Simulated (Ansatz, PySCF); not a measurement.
Al(H)(F)(NMe2) (C2H7AlFN), SMILES C[N](C)[AlH][F]. Atoms are numbered in the order given.

```xyz
12

Al    -0.6278    -0.9139     0.0000
H     -2.1735    -1.2064     0.0000
F      0.4753    -2.1649     0.0000
N      0.0212     0.7352     0.0000
C      1.4307     1.0431     0.0000
C     -0.8249     1.9020     0.0000
H      1.7228     1.6342    -0.8903
H      1.7228     1.6342     0.8903
H      2.0305     0.1205     0.0000
H     -0.6527     2.5387     0.8903
H     -0.6527     2.5387    -0.8903
H     -1.8897     1.6178     0.0000
```

Geometry optimised at PBE0-D3(BJ)/def2-SVP. Other conformers were not sampled.

Two levels are set side by side: PBE-D3(BJ)/def2-SVP (Ansatz, a first-principles code) and PBE0-D3(BJ)/def2-SVP (Ansatz). Each level has its own optimised geometry; the coordinates shown are those of the second. Frequencies come from the Hessian of PySCF at each geometry. Differences are taken from unrounded values.

```csv
quantity,PBE0-D3(BJ),PBE-D3(BJ),PBE-D3(BJ) minus PBE0-D3(BJ)
mean bond length (Å),1.321,1.331,0.010
bond Al1–F3 (Å),1.668,1.682,0.014
bond Al1–N4 (Å),1.772,1.788,0.015
bond N4–C5 (Å),1.443,1.452,0.009
bond N4–C6 (Å),1.441,1.451,0.009
bond Al1–H2 (Å),1.573,1.584,0.011
bond C5–H7 (Å),1.108,1.117,0.009
bond C5–H8 (Å),1.108,1.117,0.009
bond C5–H9 (Å),1.100,1.108,0.008
bond C6–H10 (Å),1.108,1.117,0.009
bond C6–H11 (Å),1.108,1.117,0.009
bond C6–H12 (Å),1.102,1.110,0.008
highest harmonic wavenumber (cm⁻¹),3141,3051,-90
mean harmonic wavenumber (cm⁻¹),1347,1302,-45
zero-point energy (kcal/mol),57.76,55.83,-1.93
```

GGA bonds tend to be longer and softer than those of functionals with exact exchange. Differences between two approximate levels are no errors against the true value.
